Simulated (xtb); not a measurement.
xtb input (GFN2-xTB):

```bash
xtb mol.xyz --gfn 2 --ohess tight --chrg -1 --uhf 0
```
mol.xyz:
```
7

C     -1.24214358    -0.41545349     0.06787519
Si     0.61390331    -0.03392298     0.01542278
Cl     1.51932355    -1.14720242    -1.35174891
Cl     0.98153935     1.94205916    -0.48940174
Cl     1.52405660    -0.42142935     1.81590587
H     -1.71726586     0.20715665     0.80354942
H     -1.68555279    -0.15847030    -0.90445496
```

Output:

```
           -------------------------------------------------
          |                Calculation Setup                |
           -------------------------------------------------

           -------------------------------------------------
          |                 G F N 2 - x T B                 |
           -------------------------------------------------

        Reference                      10.1021/acs.jctc.8b01176
      * Hamiltonian:
        H0-scaling (s, p, d)           1.850000    2.230000    2.230000
        zeta-weighting                 0.500000
      * Dispersion:
        s8                             2.700000
        a1                             0.520000
        a2                             5.000000
        s9                             5.000000
      * Repulsion:
        kExp                           1.500000    1.000000
        rExp                           1.000000
      * Coulomb:
        alpha                          2.000000
        third order                    shell-resolved
        anisotropic                    true
        a3                             3.000000
        a5                             4.000000
        cn-shift                       1.200000
        cn-exp                         4.000000
        max-rad                        5.000000

          ...................................................
          :                      SETUP                      :
          :.................................................:
          :  # basis functions                  46          :
          :  # atomic orbitals                  42          :
          :  # shells                           16          :
          :  # electrons                        32          :
          :  max. iterations                   250          :
          :  Hamiltonian                  GFN2-xTB          :
          :  restarted?                      false          :
          :  GBSA solvation                  false          :
          :  PC potential                    false          :
          :  electronic temp.          300.0000000     K    :
          :  accuracy                    1.0000000          :
          :  -> integral cutoff          0.2500000E+02      :
          :  -> integral neglect         0.1000000E-07      :
          :  -> SCF convergence          0.1000000E-05 Eh   :
          :  -> wf. convergence          0.1000000E-03 e    :
          :  Broyden damping             0.4000000          :
          :  net charge                         -1          :
          :  unpaired electrons                  0          :
          ...................................................

 iter      E             dE          RMSdq      gap      omega  full diag
   1    -18.6841216 -0.186841E+02  0.871E+00    5.46       0.0  T
   2    -18.7520764 -0.679548E-01  0.103E+01    2.67       1.0  T
   3    -18.8717442 -0.119668E+00  0.738E+00    3.36       1.0  T
   4    -18.8101609  0.615833E-01  0.504E+00    2.73       1.0  T
   5    -18.8816360 -0.714751E-01  0.198E+00    3.42       1.0  T
   6    -18.8914511 -0.981507E-02  0.241E-01    3.89       1.0  T
[...]

     #   Z          #   Z                                           value/Å
     1   6 C        2  14 Si                                      1.7765257
     2  14 Si       3  17 Cl                                      2.0866675
     2  14 Si       5  17 Cl                                      2.0871162 (max)
     1   6 C        6   1 H                                       1.0835606 (min)
     1   6 C        7   1 H                                       1.0838337

 * 3 distinct bonds (by element types)

   Z      Z             #   av. dist./Å        max./Å        min./Å
   1 H    6 C           2     1.0836971     1.0838337     1.0835606
Molecule has the following symmetry elements: (sigma)
It seems to be the Cs point group
   6 C   14 Si          1     1.7765257     1.7765257     1.7765257
  14 Si  17 Cl          2     2.0868919     2.0871162     2.0866675

           -------------------------------------------------
          |               Frequency Printout                |
           -------------------------------------------------
 projected vibrational frequencies (cm⁻¹)
eigval :       -0.00    -0.00     0.00     0.00     0.00     0.00
eigval :      109.12   123.43   182.39   185.88   187.48   270.48
eigval :      276.07   365.93   393.52   614.31   859.70  1031.75
eigval :     1458.45  3003.30  3015.60
 reduced masses (amu)
   1: 26.25   2: 31.76   3: 34.79   4: 34.85   5: 34.14   6: 25.23   7: 30.02   8: 30.18
   9: 29.39  10: 20.33  11: 26.25  12:  4.00  13: 29.35  14: 30.52  15: 29.40  16:  3.30
  17:  3.51  18: 15.59  19:  2.97  20:  1.53  21:  2.04
 IR intensities (km·mol⁻¹)
   1:  3.34   2:  4.74   3:  1.48   4:  3.16   5:  4.24   6:  2.43   7:  0.88   8:  0.01
   9: 12.46  10: 31.12  11: 14.02  12: 18.89  13:118.75  14: 40.49  15: 71.96  16: 71.42
  17:104.97  18:150.47  19:  5.08  20: 57.97  21: 90.33
 Raman intensities (Ä⁴*amu⁻¹)
   1:  0.00   2:  0.00   3:  0.00   4:  0.00   5:  0.00   6:  0.00   7:  0.00   8:  0.00
   9:  0.00  10:  0.00  11:  0.00  12:  0.00  13:  0.00  14:  0.00  15:  0.00  16:  0.00
  17:  0.00  18:  0.00  19:  0.00  20:  0.00  21:  0.00
 output can be read by thermo (or use thermo option).
 writing <g98.out> molden fake output.
 recommended (thermochemical) frequency scaling factor: 1.0
           -------------------------------------------------
          |             Thermodynamic Functions             |
           -------------------------------------------------

cs  symmetry found (for desy threshold:  0.10E+00) used in thermo

          ...................................................
          :                      SETUP                      :
          :.................................................:
          :  # frequencies                          15      :
          :  # imaginary freq.                       0      :
          :  linear?                             false      :
          :  only rotor calc.                    false      :
          :  symmetry                               cs      :
          :  rotational number                       1      :
          :  scaling factor                  1.0000000      :
          :  rotor cutoff                   50.0000000 cm⁻¹ :
          :  imag. cutoff                  -20.0000000 cm⁻¹ :
          :.................................................:

    mode    ω/cm⁻¹     T·S(HO)/kcal·mol⁻¹    T·S(FR)/kcal·mol⁻¹   T·S(vib)
   ------------------------------------------------------------------------
       1    109.12    -0.97928 ( 95.78%)    -0.82522 (  4.22%)    -0.97277
       2    123.43    -0.90813 ( 97.38%)    -0.78872 (  2.62%)    -0.90500
       3    182.39    -0.68687 ( 99.44%)    -0.67308 (  0.56%)    -0.68679
       4    185.88    -0.67635 ( 99.48%)    -0.66748 (  0.52%)    -0.67631
       5    187.48    -0.67160 ( 99.50%)    -0.66493 (  0.50%)    -0.67157
       6    270.48    -0.47500 ( 99.88%)    -0.55639 (  0.12%)    -0.47510
       7    276.07    -0.46449 ( 99.89%)    -0.55033 (  0.11%)    -0.46458
   ------------------------------------------------------------------------

   temp. (K)  partition function   enthalpy   heat capacity  entropy
                                   cal/mol     cal/K/mol   cal/K/mol   J/K/mol
 298.15  VIB   75.3                 3127.111     17.833     19.044
         ROT  0.441E+06              888.752      2.981     28.808
         INT  0.332E+08             4015.864     20.814     47.853
         TR   0.175E+28             1481.254      4.968     40.878
         TOT                        5497.1178    25.7818    88.7300   371.2465

       T/K    H(0)-H(T)+PV         H(T)/Eh          T*S/Eh         G(T)/Eh
   ------------------------------------------------------------------------
    298.15    0.876021E-02    0.362746E-01    0.421585E-01   -0.588389E-02
Note: The following floating-point exceptions are signalling: IEEE_UNDERFLOW_FLAG IEEE_DENORMAL
normal termination of xtb
   ------------------------------------------------------------------------

         :::::::::::::::::::::::::::::::::::::::::::::::::::::
         ::                  THERMODYNAMIC                  ::
         :::::::::::::::::::::::::::::::::::::::::::::::::::::
         :: total free energy         -18.851509109249 Eh   ::
         ::.................................................::
         :: total energy              -18.845625220738 Eh   ::
         :: zero point energy           0.027514403400 Eh   ::
         :: G(RRHO) w/o ZPVE           -0.033398291911 Eh   ::
         :: G(RRHO) contrib.           -0.005883888511 Eh   ::
         :::::::::::::::::::::::::::::::::::::::::::::::::::::

optimized geometry written to: xtbopt.xyz

           -------------------------------------------------
          | TOTAL ENERGY              -18.845625220738 Eh   |
          | TOTAL ENTHALPY            -18.809350602580 Eh   |
          | TOTAL FREE ENERGY         -18.851509109249 Eh   |
          | GRADIENT NORM               0.000482724551 Eh/α |
          | HOMO-LUMO GAP               4.209360213615 eV   |
           -------------------------------------------------

------------------------------------------------------------------------
------------------------------------------------------------------------
 total:
 SCF:
 ANC optimizer:
 analytical hessian:
```

It need not be the lowest isomer of its formula. Whether it binds its extra electron was not tested at this geometry.
